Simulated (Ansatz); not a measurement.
Relaxation of C3H5BrO (10 atoms, charge 0, multiplicity 1), to a largest force component of 0.015 eV/Å in at most 40 steps.

The calculation used Ansatz 0.2.0, RKS r2SCAN-D4/def2-SVP.

```xyz
10
Properties=species:S:1:pos:R:3
C -1.172 -0.817 0.101
C -0.269 0.282 0.540
C 0.864 0.583 -0.067
O 1.389 -0.083 -1.177
Br 2.026 1.914 0.572
H -2.191 -0.304 -0.140
H -0.851 -1.302 -0.800
H -1.325 -1.490 0.880
H -0.563 0.856 1.469
H 2.175 0.310 -1.375
```

Question: Where does it end, and by what steps?

Answer: The forces met the threshold. After 14 steps the energy has fallen by 0.406 eV; O4 moved furthest, 0.21 Å.

```
step  energy less start (eV)  largest force component (eV/Å)  accepted
   0                  0.0000                           4.626       yes
   1                 -0.3570                           1.102       yes
   2                 -0.3901                           0.557       yes
   3                 -0.3878                           0.627        no
   4                 -0.4011                           0.138       yes
   5                 -0.4018                           0.087       yes
   6                 -0.4024                           0.024       yes
   7                 -0.4026                           0.041       yes
   8                 -0.3746                           1.543        no
   9                 -0.4047                           0.104       yes
  10                 -0.4019                           0.597        no
  11                 -0.4055                           0.072       yes
  12                 -0.4047                           0.169        no
  13                 -0.4063                           0.026       yes
  14                 -0.4065                           0.005       yes
```

```xyz
10
Properties=species:S:1:pos:R:3
C -1.194 -0.784 0.096
C -0.260 0.284 0.570
C 0.871 0.606 -0.074
O 1.258 0.068 -1.246
Br 2.045 1.969 0.595
H -2.175 -0.360 -0.184
H -0.790 -1.311 -0.780
H -1.384 -1.524 0.891
H -0.506 0.845 1.474
H 2.217 0.156 -1.340
```

Whether the end is a true minimum wasn't checked by a vibrational analysis.

Run time: 68 s on 2 threads of Arm Neoverse V1, on a shared host, peak memory 0.17 GiB.
